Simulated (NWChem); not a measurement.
A series in which one site is exchanged, each optimised at PBE0/def2-SVP with NWChem, gas phase unless a solvent is named. For some, no frequency run checked for a minimum. def2 effective core potentials on Sn, I; no spin-orbit coupling.

A: [SnH4] (SnH₄; site = H)
B: [Cl][SnH3] (SnH$_{3}$Cl; site = Cl)
C: [F][SnH3] (SnH3F; site = F)
D: [SnH3][I] (SnH₃I; site = I)

| quantity | A | B | C | D |
|---|---|---|---|---|
| dipole (D), PBE0/def2-SVP | ___ | 2.57 | 2.75 | 2.18 |
| orbital gap (eV), PBE0/def2-SVP | ___ | 7.66 | 8.66 | 6.11 |
| vertical ionisation energy, ΔSCF, PBE0/def2-SVP (eV) | ___ | 10.83 | 11.63 | 9.67 |
| lowest singlet excitation, PBE0/def2-SVPD, TDA (eV) | ___ | 6.12 | 7.00 | 4.71 |

Q: Complete the blanks.

A: 
- dipole (D), PBE0/def2-SVP, A: 0.00
- orbital gap (eV), PBE0/def2-SVP, A: 10.11
- vertical ionisation energy, ΔSCF, PBE0/def2-SVP (eV), A: 11.47
- lowest singlet excitation, PBE0/def2-SVPD, TDA (eV), A: 8.00
